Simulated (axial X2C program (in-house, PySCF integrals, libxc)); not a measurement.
Outer orbitals of KB⁺ at 3.359 Å, HF

All values were computed with an axial X2C code built on PySCF integrals. Spin-free means the one-electron spin-free X2C Hamiltonian; two-component (2c) means X2C with spin–orbit coupling and atomic mean-field two-electron Coulomb and Gaunt terms, so the difference of the two also holds small scalar two-electron terms. Basis: K dyall-cv3z [11s12p6d3f], B dyall-v3z [7s6p2d1f] (cores contracted in-house); Gaussian nuclei, density fitting, unrestricted open shells. Masses: K 38.964 u, B 11.009 u.

The distance is close to the 2c PBE0 minimum; the highest filled and lowest empty levels are listed.

Spin-free orbitals, state M_S = 1/2, Λ = 0 (beyond evenly filled blocks: σα) (Löwdin shares):

```csv
symmetry,occupied,ε (eV),atomic character
π+α,yes,-31.21,100% K p
π-α,yes,-31.21,100% K p
π-β,yes,-31.20,100% K p
π+β,yes,-31.20,100% K p
σα,yes,-31.20,100% K p
σβ,yes,-31.14,100% K p
σα,yes,-19.23,"88% B s, 5% K p, 4% K d"
σβ,yes,-16.59,"86% B s, 6% K p, 5% K d"
σα,yes,-13.19,"93% B p, 3% K p, 2% K s"
σβ,no,-3.63,"84% K s, 8% B p, 6% K p"
σα,no,-3.52,"86% K s, 9% K p, 2% B p"
π-α,no,-3.22,"68% B p, 26% K p, 6% K d"
π+α,no,-3.22,"68% B p, 26% K p, 6% K d"
```

Spinors with spin–orbit coupling (state Ω = 1/2):

| ω | occupied | ε (eV) | atomic character | λ mixture |
| --- | --- | --- | --- | --- |
| 1/2 | yes | -31.39 | 100% K p | 67% π, 33% σ |
| -1/2 | yes | -31.38 | 100% K p | 76% π, 24% σ |
| 3/2 | yes | -31.11 | 100% K p | 100% π |
| -3/2 | yes | -31.10 | 100% K p | 100% π |
| 1/2 | yes | -31.10 | 100% K p | 67% σ, 33% π |
| -1/2 | yes | -31.06 | 100% K p | 76% σ, 24% π |
| 1/2 | yes | -19.23 | 88% B s, 5% K p, 4% K d | 100% σ |
| -1/2 | yes | -16.59 | 86% B s, 6% K p, 5% K d | 100% σ |
| 1/2 | yes | -13.19 | 93% B p, 3% K p, 2% K s | 100% σ |
| -1/2 | no | -3.63 | 84% K s, 8% B p, 6% K p | 100% σ |
| 1/2 | no | -3.52 | 86% K s, 9% K p, 2% B p | 100% σ |
| -1/2 | no | -3.22 | 68% B p, 26% K p, 6% K d | 100% π |
| 3/2 | no | -3.22 | 68% B p, 26% K p, 6% K d | 100% π |

Mulliken charges and populations of the two-component result (they depend on the basis, above all on diffuse functions):

K 0.95 e (s 6.02 p 12.01 d 0.01), B 0.05 e (s 3.98 p 0.97 d 0.01). ⟨Lz⟩ = 0.00 ħ and ⟨Sz⟩ = 0.50 ħ (0.02 and 0.48 on the two atoms), which add up to Ω.

One determinant describes the state; a PBE0 search over occupations chose it and may have missed a lower one. PBE0 can misorder states that lie within some tenths of an eV, so this need not be the ground state of the molecule. The nearest other spin-free determinant of the search, M_S = 1/2, Λ = 1, lies 0.43 eV up at the distance of the search.
